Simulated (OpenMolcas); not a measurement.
**Dy3+: effect of the metal basis and ligand basis**

Dy3+ with 6 ligands (chloride) in octahedral coordination (Oh) at 2.67 Å. A charge of +0.5 e stands 2.6 Å behind each ligand.

| Quantity | Value |
| --- | --- |
| Program | OpenMolcas |
| Method | CASSCF |
| Spin-orbit coupling | RASSI with atomic mean-field integrals over the reference wave functions |

Fixed: active space 9 electrons in 7 orbitals (4f), DKH2 Hamiltonian.

States (labels of O, the rotations of Oh). Energies in cm-1 above the lowest state or level, χT in cm3 K/mol; under a threefold ground state the first gap can be a small split of the lowest multiplet, not the spin-orbit step.

| Run | Metal basis | Ligand basis | Ground state | First state of that spin | First gap with spin-orbit (degeneracies) | Width of lowest J | χT at 300 K | Cost |
| --- | --- | --- | --- | --- | --- | --- | --- | --- |
| A | ANO-RCC-VDZP | ANO-RCC-VDZP | 6T1 | 6T2 160.3 | 17.7 (2, 4) | 198 | 13.978 | roughly 4 core-minutes |
| B | ANO-RCC-VTZP | ANO-RCC-VTZP | 6T1 | 6T2 164.6 | 18.8 (2, 4) | 215 | 13.975 | roughly 6 core-minutes |

Against A, the width of the lowest J multiplet changes by +8.6 % in B.

Costs are those of the RASSCF and RASSI steps.

High states are left out of the spin-orbit mixing, which shifts the levels that they would mix with. Without dynamic correlation the ligand-field splitting of an f shell can come out too small, at times by half. No measured value stands beside these numbers; the geometry is a model, was not optimised and need not be the one that this ion takes.
